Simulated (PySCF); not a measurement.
Löwdin shares of the frontier orbitals

C4H6F2O2.
Z-matrix (Å and degrees, GFN2-xTB geometry), rows numbered from 1:
```
C 
O   1  1.4099
C   2  1.3506  1  117.92
C   3  1.3286  2  126.86  1    -1.76
O   4  1.3912  3  125.44  2  -179.60
C   5  1.3440  4  118.01  3    20.03
F   6  1.3395  5  108.13  4   164.11
F   6  1.3616  5  112.41  4   -79.53
H   1  1.0884  2  105.79  3  -179.15
H   1  1.0942  2  111.19  3    61.89
H   1  1.0937  2  111.27  3   -60.25
H   3  1.0806  2  109.95  1   178.53
H   4  1.0760  3  125.24  2     2.57
H   6  1.1084  5  114.49  4    42.57
```

Theory: TDDFT PBE0/def2-SVPD, vertical, gas phase, core orbitals frozen in the response (PySCF 2.14.0, density-fitted response routines).

Frontier orbitals with the atoms that hold most of them (Löwdin shares over 4%, at most four atoms; ? is withheld):

| orbital | ε (eV) | atoms |
| --- | --- | --- |
| LUMO+2 | 0.90 | O2 19%, C3 14%, H12 12%, H13 10% |
| LUMO+1 | 0.61 | C1 26%, C4 12%, H10 11%, H11 10% |
| LUMO | 0.47 | ? |
| HOMO | -6.84 | C4 27%, O2 24%, C3 21%, O5 16% |
| HOMO-1 | -9.89 | ? |
| HOMO-2 | -10.10 | O2 31%, C1 16%, O5 14%, C3 11% |
| HOMO-3 | -10.67 | F8 18%, F7 16%, C6 14%, O5 13% |

Q: Give the leading atoms of the LUMO.

A: C3 (bonded to C, O and H) 30%; C4 (bonded to C, O and H) 29%; O2 (bonded to 2 C) 10%; O5 (bonded to 2 C) 7%. By element: carbon 59% or more, oxygen 16%.

Q: Which atoms hold the HOMO-1, and with what shares?

A: O2 (bonded to 2 C) 36%; O5 (bonded to 2 C) 13%; C1 (bonded to O and 3 H) 13%; C3 (bonded to C, O and H) 9%. By element: oxygen 49%, carbon 22% or more.

Q: The HOMO–LUMO gap is 7.31 eV. Where does the response calculation put the lowest singlet, and from which orbitals?

A: S1 is at 6.31 eV (f = 0.035), 1.00 eV below the gap, made of HOMO→LUMO+1 (77%), HOMO→LUMO (20%). Its leading pair isn't HOMO and LUMO; the energies of that pair differ by 7.45 eV. Without the coupling terms of the response equations the lowest excitation would equal the gap.

Next come S2 at 6.38 eV (f 0.0042), HOMO→LUMO+2 (86%); S3 at 6.79 eV (f 0.209), HOMO→LUMO (62%), HOMO→LUMO+1 (19%), HOMO→LUMO+3 (15%); S4 at 6.95 eV (f 0.051), HOMO→LUMO+3 (73%), HOMO→LUMO+2 (12%), HOMO→LUMO (10%); S5 at 7.44 eV (f 0.010), HOMO→LUMO+4 (95%).

The run took 30 s on Arm Neoverse V2, one thread, shared host, and the process peaked at 0.87 GiB of memory.

One conformer stands for the species.
